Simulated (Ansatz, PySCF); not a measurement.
C3H2, SMILES `[C]=C=C` (excited triplet) (charge 0, multiplicity 3). This triplet is an excited state, 1.26 eV above the relaxed singlet at the level B3LYP-D3(BJ)/def2-TZVP (PySCF).

These are frozen-core CCSDTQ/6-31g // B3LYP-D3(BJ)/def2-TZVP (Ansatz, a program for electronic structure) values and carry that method's errors.

Ansatz 0.2 input:
```yaml
crystal:
  periodic: [false, false, false]
  atoms:
    - { symbol: C, position_ang: [2.018883, 0.104289, 0.705063] }
    - { symbol: C, position_ang: [0.763062, -0.129659, 0.56812] }
    - { symbol: C, position_ang: [-0.562107, -0.017355, 0.374813] }
    - { symbol: H, position_ang: [-1.027741, 0.940875, 0.181972] }
    - { symbol: H, position_ang: [-1.192088, -0.898146, 0.409785] }
basis:
  gaussian: { orbitals: "6-31g" }
correlation:
  method: ccsdtq
magnetization:
  spin_polarized: true
  initial_magnetization: 2
```

Output:

```
Functional definition: HF
718 factors; integrals over basis functions are off by at most 1.6e-7 eV
mean field evaluation 1: about -3114.7394 eV, gradient 1.2e1 eV
mean field evaluation 2: about -3114.7493 eV, gradient 1.2e1 eV
mean field evaluation 4: about -3116.3391 eV, gradient 1.9e0 eV
mean field evaluation 8: about -3116.4787 eV, gradient 3.2e-1 eV
mean field evaluation 16: about -3116.5143 eV, gradient 2.5e-5 eV
mean field evaluation 32: about -3116.5037 eV, gradient 5.5e-2 eV
mean field evaluation 64: about -3116.5071 eV, gradient 4.7e-1 eV
mean field evaluation 96: about -3116.2458 eV, gradient 1.8e0 eV
mean field evaluation 128: about -3116.2600 eV, gradient 4.3e-1 eV
mean field evaluation 160: about -3116.3575 eV, gradient 1.9e0 eV
mean field evaluation 192: about -3114.0268 eV, gradient 1.0e1 eV
mean field evaluation 224: about -3112.6687 eV, gradient 1.1e0 eV
mean field evaluation 256: about -3115.1818 eV, gradient 2.6e-3 eV
mean field evaluation 288: about -3116.5184 eV, gradient 9.1e-1 eV
mean field -3117.32778285 eV, -114.5596830190 hartree, gradient 1.5e-6 eV, S^2 2.631963; 12 other end points of the search recorded, 0 dependent functions left out
determinant -3117.32778285 eV, -114.5596830190 hartree, with singles and doubles -3123.61509628 eV, -114.7907375259 hartree
determinant -3116.51431263 eV, -114.5297885399 hartree, with singles and doubles -3123.25228617 eV, -114.7774045003 hartree
determinant -3116.51317993 eV, -114.5297469140 hartree, with singles and doubles -3123.37391933 eV, -114.7818744365 hartree
determinant -3115.18182017 eV, -114.4808203451 hartree, with singles and doubles -3121.44021110 eV, -114.7108119697 hartree
determinant -3117.32778285 eV, -114.5596830190 hartree, with singles and doubles -3123.64343746 eV, -114.7917790449 hartree
determinant -3116.51431263 eV, -114.5297885399 hartree, with singles and doubles -3123.59983751 eV, -114.7901767766 hartree
determinant -3116.51317993 eV, -114.5297469140 hartree, with singles and doubles -3123.61268265 eV, -114.7906488268 hartree
3 core orbitals not correlated
reference -3117.32778285 eV, -114.5596830190 hartree; 8, 6 occupied and 20, 22 virtual orbitals, 718 factors
second order -4.90396295 eV of doubles, -0.00000000 eV of singles
cycle   1  -5.41270375 eV  change   -5.1e-1 eV  update   1.0e-1
cycle   2  -6.02704498 eV  change   -6.1e-1 eV  update   6.2e-2
cycle   3  -6.41384346 eV  change   -3.9e-1 eV  update   4.7e-2
cycle   4  -6.51145308 eV  change   -9.8e-2 eV  update   2.5e-2
cycle   5  -6.54190275 eV  change   -3.0e-2 eV  update   1.4e-2
cycle   6  -6.56890221 eV  change   -2.7e-2 eV  update   9.4e-3
cycle   7  -6.57970150 eV  change   -1.1e-2 eV  update   6.2e-3
cycle   8  -6.59141615 eV  change   -1.2e-2 eV  update   4.3e-3
cycle   9  -6.59849151 eV  change   -7.1e-3 eV  update   2.8e-3
cycle  10  -6.59879838 eV  change   -3.1e-4 eV  update   2.2e-3
cycle  11  -6.59886507 eV  change   -6.7e-5 eV  update   1.8e-3
cycle  12  -6.59713029 eV  change    1.7e-3 eV  update   1.4e-3
cycle  13  -6.59608794 eV  change    1.0e-3 eV  update   1.2e-3
cycle  14  -6.59750510 eV  change   -1.4e-3 eV  update   8.7e-4
cycle  15  -6.59849634 eV  change   -9.9e-4 eV  update   4.5e-4
cycle  16  -6.59932316 eV  change   -8.3e-4 eV  update   3.2e-4
cycle  17  -6.59955856 eV  change   -2.4e-4 eV  update   1.7e-4
cycle  18  -6.59964959 eV  change   -9.1e-5 eV  update   1.3e-4
cycle  19  -6.59972994 eV  change   -8.0e-5 eV  update   8.5e-5
cycle  20  -6.59977059 eV  change   -4.1e-5 eV  update   5.7e-5
cycle  21  -6.59982992 eV  change   -5.9e-5 eV  update   3.6e-5
cycle  22  -6.59985133 eV  change   -2.1e-5 eV  update   2.2e-5
cycle  23  -6.59985401 eV  change   -2.7e-6 eV  update   1.7e-5
cycle  24  -6.59983994 eV  change    1.4e-5 eV  update   1.0e-5
cycle  25  -6.59983114 eV  change    8.8e-6 eV  update   8.5e-6
cycle  26  -6.59982858 eV  change    2.6e-6 eV  update   5.2e-6
cycle  27  -6.59982664 eV  change    1.9e-6 eV  update   3.5e-6
cycle  28  -6.59982903 eV  change   -2.4e-6 eV  update   2.3e-6
cycle  29  -6.59983167 eV  change   -2.6e-6 eV  update   1.4e-6
cycle  30  -6.59983351 eV  change   -1.8e-6 eV  update   1.1e-6
cycle  31  -6.59983424 eV  change   -7.3e-7 eV  update   5.7e-7
Total energy: -3123.92761709 eV, -114.8022224539 hartree
```
